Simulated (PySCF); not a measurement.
C₂H (SMILES [C]#C), doublet, geometry from GFN2-xTB; M06/cc-pVDZ (PySCF).

The PySCF input:
```python
from pyscf import gto, scf, dft

mol = gto.Mole()
mol.atom = '''
    C    -0.000000   -0.000000   -0.468661
    C     0.000000    0.000000    0.723271
    H    -0.000000   -0.000000   -1.527659
'''
mol.basis = 'cc-pvdz'
mol.charge = 0
mol.spin = 1
mol.verbose = 5
mol.build()

mf = dft.UKS(mol)
mf.xc = 'm06'
mf.kernel()
```

What does PySCF print? Leave out banner, timings and long lists.


```
PySCF version 2.14.0

[INPUT] verbose = 5
[INPUT] max_memory = 4000
[INPUT] num. atoms = 3
[INPUT] num. electrons = 13
[INPUT] charge = 0
[INPUT] spin (= nelec alpha-beta = 2S) = 1
[INPUT] symmetry False subgroup None
[INPUT] Mole.unit = angstrom
[INPUT] Symbol           X                Y                Z      unit          X                Y                Z       unit  Magmom
[...]
[INPUT] ---------------- BASIS SET ----------------
[INPUT] l, kappa, [nprim/nctr], expnt,             c_1 c_2 ...
[INPUT] C
[...]
                                1000              0.005329 -0.001154
                                228               0.027077 -0.005725
                                64.71             0.101718 -0.023312
                                21.06             0.27474 -0.063955
                                7.495             0.448564 -0.149981
                                2.797             0.285074 -0.127262
                                0.5215            0.015204 0.544529
[...]
                                2.002             0.20948
                                0.5456            0.508557
[...]
[INPUT] H
[...]
                                1.962             0.137977
                                0.4446            0.478148
[...]
nuclear repulsion = 20.3915068719318
number of shells = 13
number of NR pGTOs = 59
number of NR cGTOs = 33
basis = cc-pvdz
ecp = {}

******** <class 'pyscf.dft.uks.UKS'> ********
method = UKS
initial guess = minao
damping factor = 0
level_shift factor = 0
DIIS = <class 'pyscf.scf.diis.CDIIS'>
diis_start_cycle = 1
diis_space = 8
diis_damp = 0
SCF conv_tol = 1e-09
SCF conv_tol_grad = None
SCF max_cycles = 50
direct_scf = True
direct_scf_tol = 1e-13
number electrons alpha = 7  beta = 6
XC library pyscf.dft.libxc version 7.1.2
    S. Lehtola, C. Steigemann, M. J. T. Oliveira, and M. A. L. Marques,  SoftwareX 7, 1–5 (2018)
XC functionals = m06
    Y. Zhao and D. G. Truhlar,  Theor. Chem. Acc. 120, 215 (2008)
    Y. Zhao and D. G. Truhlar,  Theor. Chem. Acc. 120, 215 (2008)
radial grids:
    Treutler-Ahlrichs [JCP 102, 346 (1995); DOI:10.1063/1.469408] (M4) radial grids

becke partition: Becke, JCP 88, 2547 (1988); DOI:10.1063/1.454033
pruning grids: <function nwchem_prune>
grids dens level: 3
symmetrized grids: False
atomic radii adjust function: <function treutler_atomic_radii_adjust>
small_rho_cutoff = 0
Set gradient conv threshold to 3.16228e-05
[...]
  alpha mo_energy =
[-10.31022406 -10.27640805  -0.78153842  -0.56028003  -0.39608264
  -0.33269716  -0.33269716   0.03337386   0.03337386   0.08359268
   0.26549075   0.35277604   0.44596246   0.44596246   0.56701748
   0.56701748   0.59581476   0.70911964   0.94265731   1.00992689
   1.00992921   1.02678986   1.02678986   1.08443636   1.40779802
   1.40779947   1.51793601   1.51793601   1.80936466   2.14416285
   2.14416285   2.17269705   2.9375813 ]
  beta  mo_energy =
[-10.29091101 -10.27580201  -0.76316804  -0.55250435  -0.31312423
  -0.31312423  -0.24282922   0.05530971   0.05530971   0.08389164
   0.29327227   0.38463484   0.45141659   0.45141659   0.58294149
   0.58294149   0.58667224   0.71136857   0.94148282   1.01860827
   1.01861591   1.04640773   1.04640773   1.09199279   1.42010657
   1.42011139   1.53399907   1.53399907   1.71797312   2.13340811
   2.13340811   2.14970675   2.96076682]
multiplicity <S^2> = 0.77971144  2S+1 = 2.029494
nelec by numeric integration = [6.99999986 5.99999987]
E1 = -142.35734888835898  E2 = 45.416696319876024  Ecoul = 56.457744441685946  Exc = -11.04104812180992
cycle= 11 E= -76.5491456965511  delta_E= -5.34e-11  |g|= 1.2e-06  |ddm|= 1.47e-05
  alpha mo_energy =
[-10.31022341 -10.27640778  -0.7815381   -0.56028074  -0.39608204
  -0.33269688  -0.33269688   0.03337392   0.03337392   0.08359213
   0.26549076   0.35277609   0.44596268   0.44596268   0.5670176
   0.5670176    0.59581502   0.7091192    0.942657     1.00992716
   1.00992949   1.02678963   1.02678963   1.08443659   1.40779818
   1.40779963   1.51793583   1.51793583   1.80936467   2.14416258
   2.14416258   2.17269672   2.93758117]
  beta  mo_energy =
[-10.29091035 -10.27580177  -0.76316784  -0.55250506  -0.31312399
  -0.31312399  -0.24283006   0.05530988   0.05530988   0.08389108
   0.29327167   0.38463414   0.45141672   0.45141672   0.5829415
   0.5829415    0.58667134   0.71136794   0.94148154   1.01860854
   1.01861618   1.04640725   1.04640725   1.09199287   1.42010691
   1.42011173   1.53399885   1.53399885   1.71797164   2.13340781
   2.13340781   2.14970577   2.96076507]
multiplicity <S^2> = 0.77971126  2S+1 = 2.0294938
nelec by numeric integration = [6.99999986 5.99999987]
E1 = -142.35734579205695  E2 = 45.41669322357437  Ecoul = 56.45774102149689  Exc = -11.04104779792252
Extra cycle  E= -76.5491456965508  delta_E= 3.84e-13  |g|= 1.67e-06  |ddm|= 3.41e-06
converged SCF energy = -76.5491456965508  <S^2> = 0.77971126  2S+1 = 2.0294938
```
